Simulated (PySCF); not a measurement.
PySCF input for C2H6AlF, SMILES [F][Al]([CH3])[CH3], PBE0/pcSseg-1. Geometry optimised at B3LYP-D3(BJ)/def2-SVP. The isomer is the one that the SMILES or the coordinates give; other isomers of the formula were not compared.

```python
import numpy as np
from pyscf import gto, scf, dft
from pyscf.prop.nmr import rks as nmr

mol = gto.M(
    atom='''
    Al   -0.02486214    0.02170637   -0.02217145
    C     1.74934951   -0.29053661   -0.76674737
    H     2.26699544   -1.13999159   -0.29168724
    H     2.38425431    0.60185464   -0.61852605
    H     1.71051843   -0.47164555   -1.85386389
    C    -0.71181944   -0.62516192    1.68351768
    H    -1.37811518   -1.49147832    1.51938122
    H    -1.31482755    0.14174030    2.19784520
    H     0.08743981   -0.95427901    2.36765311
    F    -1.07313754    0.94731197   -0.94813283
    ''',
    basis='pcSseg-1',
    charge=0,
    spin=0,
    max_memory=1600,
    verbose=3,
)
mf = dft.RKS(mol, xc='pbe0')
mf.grids.level = 3
mf.conv_tol = 1e-10
mf.max_cycle = 100
mf.kernel()
n = nmr.NMR(mf)
n.verbose = 2
n.max_cycle_cphf = 60
sigma = n.kernel()
print('atom   isotropic/ppm   span/ppm')
for i, s in enumerate(sigma):
    w = np.linalg.eigvalsh((s + s.T) / 2)
    print(f'{mol.atom_symbol(i):2s}{i + 1:3d} {w.mean():14.3f} {w[2] - w[0]:11.3f}')
```

Output:

```
converged SCF energy = -421.850075790871
atom   isotropic/ppm   span/ppm
Al  1        347.063     255.351
C   2        195.282      10.924
H   3         31.670      11.134
H   4         31.543      11.209
H   5         31.496      12.135
C   6        195.299      10.599
H   7         31.541      11.229
H   8         31.496      12.115
H   9         31.673      11.140
F  10        303.537     185.137
```

The calculation finished and met its thresholds.

Cost: about 17 core-seconds (a rough figure).
